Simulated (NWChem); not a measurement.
# CuF; SMILES [F][Cu]

```xyz
2

Cu     0.0000     0.0000    -0.4127
F      0.0000     0.0000     1.3300
```
Atoms are numbered in this order, from 1.

All runs: NWChem. The geometry was optimised at PBE-D3(BJ)/def2-SVP. Total energies compare along this basis series because the functional is fixed.

| level | basis functions | energy (Ha) | highest occupied level (eV) | orbital gap (eV) | dipole (D) |
|---|---|---|---|---|---|
| PBE/def2-SVP | 45 | -1739.6810 | -5.13 | 1.66 | 4.37 |
| PBE/def2-SVPD | 57 | -1739.7112 | -5.63 | 1.76 | 4.95 |
| PBE/def2-TZVP | 76 | -1740.0691 | -5.91 | 1.95 | 4.60 |
| PBE/def2-TZVPD | 88 | -1740.0739 | -6.03 | 1.93 | 4.56 |
| PBE/def2-TZVPP | 95 | -1740.0726 | -5.97 | 1.94 | 4.51 |
